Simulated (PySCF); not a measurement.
The potential of point charges around `[SiH3]c1ccc([SiH3])cc1`

Species: `[SiH3]C1=CC=C([SiH3])C=C1`. Coordinates (GFN2-xTB, Å) and charges (e) from the PBE0/pcSseg-1 density (PySCF):

```
atom       x       y       z  Mulliken      IAO  Hirshfeld  ESP-fitted
 Si1  -3.262  -0.478  -0.130   +0.5647  +0.6038    +0.3123     +0.3456
  C2  -1.398  -0.210  -0.036   -0.3652  -0.2671    -0.0893     -0.0396
  C3  -0.597  -0.909   0.862   -0.0455  -0.1398    -0.0468     -0.1575
  C4   0.770  -0.710   0.910   -0.0452  -0.1397    -0.0467     -0.1493
  C5   1.397   0.198   0.062   -0.3656  -0.2671    -0.0893     -0.0347
 Si6   3.260   0.484   0.108   +0.5640  +0.6035    +0.3124     +0.3330
  C7   0.596   0.899  -0.837   -0.0513  -0.1383    -0.0455     -0.1734
  C8  -0.770   0.700  -0.885   -0.0511  -0.1384    -0.0454     -0.1703
  H9  -3.588  -1.183  -1.373   -0.0757  -0.1178    -0.0766     -0.0898
 H10  -3.934   0.824  -0.122   -0.0854  -0.1170    -0.0758     -0.0899
 H11  -3.691  -1.274   1.021   -0.1002  -0.1161    -0.0735     -0.0866
 H12  -1.055  -1.621   1.536   +0.0786  +0.1472    +0.0465     +0.1377
 H13   1.363  -1.268   1.622   +0.0787  +0.1473    +0.0465     +0.1342
 H14   3.824  -0.215   1.264   -0.1006  -0.1162    -0.0736     -0.0833
 H15   3.523   1.921   0.214   -0.0839  -0.1170    -0.0760     -0.0875
 H16   3.865  -0.027  -1.127   -0.0764  -0.1176    -0.0765     -0.0863
 H17   1.052   1.614  -1.508   +0.0801  +0.1451    +0.0486     +0.1490
 H18  -1.365   1.261  -1.593   +0.0799  +0.1451    +0.0486     +0.1487
```

Points outside the species (Å): A (-4.5, -4.0, -1.7); B (1.8, -1.8, -4.2); C (-0.6, 1.8, 4.6).

Task: Find the potential V = 14.3996 V·Å × Σ q/r of each set of charges at these points.

Result: In volts:

| point | nearest atom | distance (Å) | Mulliken | IAO | Hirshfeld | ESP-fitted |
| --- | --- | --- | --- | --- | --- | --- |
| A | H9 | 2.98 | +0.076 | +0.022 | -0.007 | -0.029 |
| B | H16 | 4.11 | -0.188 | -0.198 | -0.046 | -0.095 |
| C | H12 | 4.62 | -0.218 | -0.188 | -0.039 | -0.080 |

Task: How far are the other sets from the ESP-fitted one at these points?

Result: Root-mean-square difference: Hirshfeld 0.039 V, IAO 0.091 V, Mulliken 0.114 V. The ESP scheme fits charges at the nuclei, held to the total charge, to the electrostatic potential on points at 1.4 to 2.0 times the van der Waals radii.

Task: What energy would a point charge of -2 e have at B in the field of the ESP charges, leaving out polarisation?

Result: +0.190 eV = +18.3 kJ/mol, a repulsion.

Isolated species at its GFN2-xTB geometry, gas phase.
